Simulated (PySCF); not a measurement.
Si(CCH)(H)(Me)2 (C4H8Si), SMILES C#C[SiH](C)C. Atoms are numbered in the order given.

```xyz
13

Si    -0.3893     0.4178     0.0000
C     -1.1609    -0.3101     1.5543
C     -1.1609    -0.3101    -1.5543
C      1.4214     0.0583     0.0000
C      2.6122    -0.1975     0.0000
H     -0.5545     1.9015     0.0000
H     -2.2412    -0.0940     1.5891
H     -0.6965     0.1104     2.4599
H     -1.0271    -1.4034     1.5779
H     -0.6965     0.1104    -2.4599
H     -1.0271    -1.4034    -1.5779
H     -2.2412    -0.0940    -1.5891
H      3.6635    -0.4203     0.0000
```

Coordinates come from a B3LYP-D3(BJ)/def2-SVP optimisation.

Computed with HF/pcSseg-1 (PySCF).

GIAO shieldings, no solvent; atoms alike by connectivity are averaged. δ = σ(ref) − σ: ²⁹Si against TMS (σ = 393.8 ppm); ¹³C against TMS (σ = 192.6 ppm); ¹H against TMS (σ = 31.99 ppm), references at their B3LYP-D3(BJ)/def2-TZVP geometries, non-relativistic.

Task: Estimate the chemical shifts. (The exact figures need the calculation; the answer reports its results.)

Result: 
```tsv
nucleus	atoms	count	δ (ppm)
²⁹Si	Si1	1	-34.8
¹³C	C5	1	109.8
¹³C	C4	1	90.7
¹³C	C2, C3	2	0.8
¹H	H6	1	4.33
¹H	H13	1	2.93
¹H	H7, H8, H9, H10, H11, H12	6	0.59
```
